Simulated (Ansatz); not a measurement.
`[SiH3]B[CH2][GaH2]` → `[BH2][GaH][SiH2]C`  (isomerisation)

Isolated molecules relaxed with PBE0-D4/def2-TZVP in Ansatz; ΔE leaves out vibrations. CBS: MP2 limit from def2 TZ/QZ plus the TZ coupled-cluster correction, frozen cores. DFT in def2-TZVPP. For Ga outer-core shells are correlated without core-valence functions, which leaves a few kJ/mol of doubt a bond. Scalar relativity is left out up to krypton. One conformer a species, not always the lowest.

(1) Is it downhill or uphill in electronic energy at CCSD(T)/CBS, and by how much? (Best estimate.)

(2) What do these levels give: ωB97X-V, PBE, revPBE, BLYP, r2SCANh, r2SCAN0? (Best estimate.)

Largest T1 diagnostic among the species: 0.013.

Results:

(1) Ansatz gave: Uphill: ΔE = +16.1 kJ/mol.

(2) Computed: ωB97X-V 14.9, PBE 11.9, revPBE 5.8, BLYP 4.4, r2SCANh 15.4, r2SCAN0 15.3 kJ/mol.

Leaving LDA and LC-ωPBE aside and taking each functional with its dispersion term where it has one, the values, not all of them listed here, spread over 8.7 kJ/mol, from BHLYP-D4 to B97M-V. LDA lies +16.4 kJ/mol from PBE without D4. At CCSD(T), def2-SVP lies +9.9 kJ/mol from the extrapolated value and def2-TZVPP +2.8 kJ/mol.
